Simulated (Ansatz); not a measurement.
```xyz
20

C     1.0222   -0.0799    0.0000
C    -0.0799    1.0222    0.0000
C    -1.0222    0.0799    0.0000
C     0.0799   -1.0222    0.0000
C     2.5322   -0.0799    0.0000
H     2.8922    0.9501    0.0000
H     2.8922   -0.5899    0.8900
H     2.8922   -0.5899   -0.8900
C    -0.0799    2.5322    0.0000
H    -1.1099    2.8922    0.0000
H     0.4301    2.8922    0.8900
H     0.4301    2.8922   -0.8900
C    -2.5322    0.0799    0.0000
H    -2.8922   -0.9501    0.0000
H    -2.8922    0.5899    0.8900
H    -2.8922    0.5899   -0.8900
C     0.0799   -2.5322    0.0000
H     1.1099   -2.8922    0.0000
H    -0.4301   -2.8922    0.8900
H    -0.4301   -2.8922   -0.8900
```

Basis set: def2-SVP. Charge 0. Computed with Ansatz (development build ahead of 0.2.0); the lowest solution found for each multiplicity.

Task: How do the multiplicities compare at this shape? Give, from the lowest of each method, PBE0 (unrestricted) for 1, 3; PBE0 (restricted) for 1, 3; HF (unrestricted) for 1, 3; HF (restricted) for 1, 3.

Result:

```csv
method,multiplicity,E (eV),<S²>
"PBE0, unrestricted",1,0.000,0.15
"PBE0, unrestricted",3,1.161,2.00
"PBE0, restricted",1,0.000,0.00
"PBE0, restricted",3,1.218,2.00
"HF, unrestricted",1,0.000,0.94
"HF, unrestricted",3,1.576,2.02
"HF, restricted",1,0.000,0.00
"HF, restricted",3,1.094,2.00
```

Caution for PBE0, unrestricted: the unrestricted determinant is spin contaminated. Caution for HF, unrestricted: the unrestricted determinant is a mixture of spin states. Caution for HF, restricted: an unrestricted determinant lies well below.
